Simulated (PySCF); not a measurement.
H₃MgNS, SMILES [NH2][Mg][SH]. Atoms are numbered in the order given.

```xyz
6

Mg     0.0098     0.5528     0.0000
N     -0.0087     2.4360     0.0000
H     -0.0167     3.0337     0.8140
H     -0.0167     3.0337    -0.8140
S      0.0775    -1.7435     0.0000
H     -1.2635    -1.8574     0.0000
```

The structure is a stationary point at B3LYP-D3(BJ)/def2-TZVP. One conformer was computed; it need not be the lowest.

Calculation: TDA-ωB97X/def2-SVPD (PySCF 2.14.0).

Vertical excitations. Gas-phase values at a fixed geometry. State labels are in the subgroup Cs.

| state | symmetry | energy (eV) | λ (nm) | f | main pairs |
|---|---|---|---|---|---|
| S1 | A' | 4.63 | 268 | 0.072 | HOMO→LUMO 90 % |
| S2 | A" | 5.11 | 242 | 0.075 | HOMO−1→LUMO 91 % |
| S3 | A" | 5.73 | 216 | 0.000 | HOMO→LUMO+1 76 %, HOMO→LUMO+5 21 % |
| S4 | A" | 6.16 | 201 | 0.000 | HOMO−1→LUMO+2 50 %, HOMO−1→LUMO+4 36 % |
| S5 | A' | 6.23 | 199 | 0.030 | HOMO−2→LUMO 56 %, HOMO−1→LUMO+1 15 %, HOMO→LUMO+2 14 % |
| S6 | A' | 6.46 | 192 | 0.060 | HOMO→LUMO+2 61 %, HOMO−1→LUMO+1 14 %, HOMO→LUMO+4 11 % |
| S7 | A' | 6.68 | 186 | 0.015 | HOMO→LUMO+3 71 %, HOMO→LUMO+6 14 % |
| S8 | A" | 6.75 | 184 | 0.000 | HOMO−1→LUMO+7 42 %, HOMO−1→LUMO+2 22 %, HOMO−1→LUMO+3 17 %, HOMO−1→LUMO+6 11 % |
| S9 | A' | 6.84 | 181 | 0.318 | HOMO−1→LUMO+1 39 %, HOMO−2→LUMO 22 %, HOMO−1→LUMO+5 10 %, HOMO−2→LUMO+3 7 % |
| S10 | A" | 7.40 | 167 | 0.016 | HOMO−2→LUMO+1 70 %, HOMO−2→LUMO+5 20 % |
| T1 | A' | 4.47 | 277 | 0 | HOMO→LUMO 87 % |
| T2 | A" | 4.95 | 251 | 0 | HOMO−1→LUMO 86 % |
| T3 | A' | 5.72 | 217 | 0 | HOMO→LUMO+2 54 %, HOMO−2→LUMO 29 %, HOMO→LUMO+4 9 % |
| T4 | A" | 5.84 | 212 | 0 | HOMO→LUMO+1 76 %, HOMO→LUMO+5 18 % |
Triplets are in the Tamm–Dancoff approximation.
